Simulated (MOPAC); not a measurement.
A run for MOPAC: PM3 on C6H14 (SMILES CCCCCC).

```
PM3 1SCF PRECISE CHARGE=0 THREADS=1
C6H14

C     -3.20603308 1     0.13038701 1     0.23586831 1
C     -1.88434848 1    -0.10268772 1    -0.49047332 1
C     -0.66371055 1     0.11952673 1     0.39922426 1
C      0.66381618 1    -0.11542573 1    -0.31564548 1
C      1.88441903 1     0.10683386 1     0.57409670 1
C      3.20591634 1    -0.13622379 1    -0.14930530 1
H     -3.30877271 1    -0.54395810 1     1.08963194 1
H     -3.27056446 1     1.15328299 1     0.61497330 1
H     -4.06046010 1    -0.03472828 1    -0.42325606 1
H     -1.82131372 1     0.56109242 1    -1.35904759 1
H     -1.85889783 1    -1.12321477 1    -0.88656519 1
H     -0.68664046 1     1.14168223 1     0.79409593 1
H     -0.72760350 1    -0.54219124 1     1.27060175 1
H      0.68657665 1    -1.13781153 1    -0.70993321 1
H      0.72787353 1     0.54578840 1    -1.18739338 1
H      1.86284354 1     1.12966021 1     0.96442690 1
H      1.81761147 1    -0.55178659 1     1.44631565 1
H      3.26684224 1    -1.16206189 1    -0.52099966 1
H      3.31213932 1     0.53157734 1    -1.00776870 1
H      4.06030655 1     0.03025845 1     0.50952714 1
```

It printed:

```
*******************************************************************************
 **                                                                           **
 **                              MOPAC v23.2.5                                **
 **                                                                           **
 *******************************************************************************
 ** MOPAC's Digital Object Identifier: https://doi.org/10.5281/zenodo.6511958 **
 **                                                                           **
 ** Please cite the open-source release paper for use of this MOPAC version:  **
 ** J. E. Moussa and J. J. P. Stewart (2026)                                  **
 ** MOPAC: An open-source semiempirical molecular orbital program             **
 ** J. Open Source Softw., 11(119), 8025, https://doi.org/10.21105/joss.08025 **
 *******************************************************************************

                              PM3 CALCULATION RESULTS

 *******************************************************************************
 *  PM3        - The PM3 Hamiltonian to be used
 *
 *
 *
 *                 CHARGE ON SYSTEM = 0
 *
 *
 *
 *  PRECISE    - TIGHTER CRITERIA TO BE USED
 *  1SCF       - DO 1 SCF AND THEN STOP
 *  THREADS=1  - MULTI-THREADING NOT USED
 *  T=         - A TIME OF 172800.0 SECONDS REQUESTED
 *  DUMP=N     - RESTART FILE WRITTEN EVERY 7200.0 SECONDS REQUESTED
 *******************************************************************************
PM3 1SCF PRECISE CHARGE=0 THREADS=1
 C6H14

   ATOM   CHEMICAL          X               Y               Z
  NUMBER   SYMBOL      (ANGSTROMS)     (ANGSTROMS)     (ANGSTROMS)

     1       C         -3.20603308  *   0.13038701  *   0.23586831  *
     2       C         -1.88434848  *  -0.10268772  *  -0.49047332  *
     3       C         -0.66371055  *   0.11952673  *   0.39922426  *
     4       C          0.66381618  *  -0.11542573  *  -0.31564548  *
     5       C          1.88441903  *   0.10683386  *   0.57409670  *
     6       C          3.20591634  *  -0.13622379  *  -0.14930530  *
     7       H         -3.30877271  *  -0.54395810  *   1.08963194  *
     8       H         -3.27056446  *   1.15328299  *   0.61497330  *
     9       H         -4.06046010  *  -0.03472828  *  -0.42325606  *
    10       H         -1.82131372  *   0.56109242  *  -1.35904759  *
    11       H         -1.85889783  *  -1.12321477  *  -0.88656519  *
    12       H         -0.68664046  *   1.14168223  *   0.79409593  *
    13       H         -0.72760350  *  -0.54219124  *   1.27060175  *
    14       H          0.68657665  *  -1.13781153  *  -0.70993321  *
    15       H          0.72787353  *   0.54578840  *  -1.18739338  *
    16       H          1.86284354  *   1.12966021  *   0.96442690  *
    17       H          1.81761147  *  -0.55178659  *   1.44631565  *
    18       H          3.26684224  *  -1.16206189  *  -0.52099966  *
    19       H          3.31213932  *   0.53157734  *  -1.00776870  *
    20       H          4.06030655  *   0.03025845  *   0.50952714  *



          CARTESIAN COORDINATES

    NO.       ATOM           X           Y           Z

     1         C         -3.2060      0.1304      0.2359
     2         C         -1.8843     -0.1027     -0.4905
     3         C         -0.6637      0.1195      0.3992
     4         C          0.6638     -0.1154     -0.3156
     5         C          1.8844      0.1068      0.5741
     6         C          3.2059     -0.1362     -0.1493
     7         H         -3.3088     -0.5440      1.0896
     8         H         -3.2706      1.1533      0.6150
     9         H         -4.0605     -0.0347     -0.4233
    10         H         -1.8213      0.5611     -1.3590
    11         H         -1.8589     -1.1232     -0.8866
    12         H         -0.6866      1.1417      0.7941
    13         H         -0.7276     -0.5422      1.2706
    14         H          0.6866     -1.1378     -0.7099
    15         H          0.7279      0.5458     -1.1874
    16         H          1.8628      1.1297      0.9644
    17         H          1.8176     -0.5518      1.4463
    18         H          3.2668     -1.1621     -0.5210
    19         H          3.3121      0.5316     -1.0078
    20         H          4.0603      0.0303      0.5095

  H: (PM3): J. J. P. STEWART, J. COMP. CHEM. 10, 209 (1989).
  C: (PM3): J. J. P. STEWART, J. COMP. CHEM. 10, 209 (1989).

           Empirical Formula: C6 H14  =    20 atoms



      MOLECULAR POINT GROUP   :   C2h


      RHF CALCULATION, NO. OF DOUBLY OCCUPIED LEVELS = 19


 -------------------------------------------------------------------------------
 PM3 1SCF PRECISE CHARGE=0 THREADS=1
 C6H14



     1SCF WAS SPECIFIED, SO BFGS WAS NOT USED
     SCF FIELD WAS ACHIEVED


                              PM3 CALCULATION
                                                       MOPAC v23.2.5 Linux




          FINAL HEAT OF FORMATION =        -38.66038 KCAL/MOL =    -161.75503 KJ/MOL


          COSMO AREA              =        156.57 SQUARE ANGSTROMS
          COSMO VOLUME            =        144.61 CUBIC ANGSTROMS

          IONIZATION POTENTIAL    =         11.304714 EV
          HOMO LUMO ENERGIES (EV) =        -11.305  3.220
          NO. OF FILLED LEVELS    =         19
          MOLECULAR WEIGHT        =         86.1766         POINT GROUP:  C2h

          MOLECULAR DIMENSIONS (Angstroms)

            Atom       Atom       Distance
            H    20    H     9     8.17442
            H     7    H    19     3.01863
            H     8    H    18     2.86187


          SCF CALCULATIONS        =          1





   ATOM   CHEMICAL          X               Y               Z
  NUMBER   SYMBOL      (ANGSTROMS)     (ANGSTROMS)     (ANGSTROMS)

     1       C         -3.20603308  *   0.13038701  *   0.23586831  *
     2       C         -1.88434848  *  -0.10268772  *  -0.49047332  *
     3       C         -0.66371055  *   0.11952673  *   0.39922426  *
     4       C          0.66381618  *  -0.11542573  *  -0.31564548  *
     5       C          1.88441903  *   0.10683386  *   0.57409670  *
     6       C          3.20591634  *  -0.13622379  *  -0.14930530  *
     7       H         -3.30877271  *  -0.54395810  *   1.08963194  *
     8       H         -3.27056446  *   1.15328299  *   0.61497330  *
     9       H         -4.06046010  *  -0.03472828  *  -0.42325606  *
    10       H         -1.82131372  *   0.56109242  *  -1.35904759  *
    11       H         -1.85889783  *  -1.12321477  *  -0.88656519  *
    12       H         -0.68664046  *   1.14168223  *   0.79409593  *
    13       H         -0.72760350  *  -0.54219124  *   1.27060175  *
    14       H          0.68657665  *  -1.13781153  *  -0.70993321  *
    15       H          0.72787353  *   0.54578840  *  -1.18739338  *
    16       H          1.86284354  *   1.12966021  *   0.96442690  *
    17       H          1.81761147  *  -0.55178659  *   1.44631565  *
    18       H          3.26684224  *  -1.16206189  *  -0.52099966  *
    19       H          3.31213932  *   0.53157734  *  -1.00776870  *
    20       H          4.06030655  *   0.03025845  *   0.50952714  *

                             CARTESIAN COORDINATES

   1    C       -3.206033080     0.130387010     0.235868310
   2    C       -1.884348480    -0.102687720    -0.490473320
   3    C       -0.663710550     0.119526730     0.399224260
   4    C        0.663816180    -0.115425730    -0.315645480
   5    C        1.884419030     0.106833860     0.574096700
   6    C        3.205916340    -0.136223790    -0.149305300
   7    H       -3.308772710    -0.543958100     1.089631940
   8    H       -3.270564460     1.153282990     0.614973300
   9    H       -4.060460100    -0.034728280    -0.423256060
  10    H       -1.821313720     0.561092420    -1.359047590
  11    H       -1.858897830    -1.123214770    -0.886565190
  12    H       -0.686640460     1.141682230     0.794095930
  13    H       -0.727603500    -0.542191240     1.270601750
  14    H        0.686576650    -1.137811530    -0.709933210
  15    H        0.727873530     0.545788400    -1.187393380
  16    H        1.862843540     1.129660210     0.964426900
  17    H        1.817611470    -0.551786590     1.446315650
  18    H        3.266842240    -1.162061890    -0.520999660
  19    H        3.312139320     0.531577340    -1.007768700
  20    H        4.060306550     0.030258450     0.509527140


           Empirical Formula: C6 H14  =    20 atoms



      MOLECULAR POINT GROUP   :   C2h


                  EIGENVALUES
 -39.16989 -34.55362 -28.84585 -23.72827 -21.01742 -20.73325 -16.99777 -15.49587
 -15.47718 -14.94409 -13.81273 -13.74711 -13.51838 -12.41644 -12.35676 -12.32229
 -11.96108 -11.57452 -11.30471   3.21958   3.69713   3.87313   3.99017   4.05345
   4.09041   4.13811   4.16488   4.24910   4.35270   4.48417   4.49235   4.69804
   4.84475   4.91428   4.98572   5.19683   5.22703   5.23844


              NET ATOMIC CHARGES AND DIPOLE CONTRIBUTIONS

  ATOM NO.   TYPE          CHARGE      No. of ELECS.   s-Pop       p-Pop
    1          C          -0.105641        4.1056     1.13764     2.96800
    2          C          -0.095821        4.0958     1.15755     2.93827
    3          C          -0.100072        4.1001     1.15999     2.94008
    4          C          -0.100065        4.1001     1.15999     2.94008
    5          C          -0.095825        4.0958     1.15755     2.93827
    6          C          -0.105640        4.1056     1.13764     2.96800
    7          H           0.036839        0.9632     0.96316
    8          H           0.036848        0.9632     0.96315
    9          H           0.038451        0.9615     0.96155
   10          H           0.046492        0.9535     0.95351
   11          H           0.046493        0.9535     0.95351
   12          H           0.048205        0.9518     0.95179
   13          H           0.048204        0.9518     0.95180
   14          H           0.048206        0.9518     0.95179
   15          H           0.048203        0.9518     0.95180
   16          H           0.046490        0.9535     0.95351
   17          H           0.046494        0.9535     0.95351
   18          H           0.036840        0.9632     0.96316
   19          H           0.036848        0.9632     0.96315
   20          H           0.038450        0.9615     0.96155
 DIPOLE           X         Y         Z       TOTAL
 POINT-CHG.     0.000    -0.000     0.000     0.000
 HYBRID        -0.000    -0.000     0.000     0.000
 SUM           -0.000    -0.000     0.000     0.000


          ATOMIC ORBITAL ELECTRON POPULATIONS

     Atom    s        px        py        pz
    1  C   1.13764   0.96306   1.00772   0.99722
    2  C   1.15755   0.94342   1.01343   0.98142
    3  C   1.15999   0.94053   1.01586   0.98369
    4  C   1.15999   0.94053   1.01587   0.98368
    5  C   1.15755   0.94344   1.01330   0.98154
    6  C   1.13764   0.96307   1.00761   0.99732
    7  H   0.96316
    8  H   0.96315
    9  H   0.96155
   10  H   0.95351
   11  H   0.95351
   12  H   0.95179
   13  H   0.95180
   14  H   0.95179
   15  H   0.95180
   16  H   0.95351
   17  H   0.95351
   18  H   0.96316
   19  H   0.96315
   20  H   0.96155

 **********************
 *                    *
 * JOB ENDED NORMALLY *
 *                    *
 **********************




 == MOPAC DONE ==
```

The run finished.

Cost: around 0.020 core-seconds (rough).
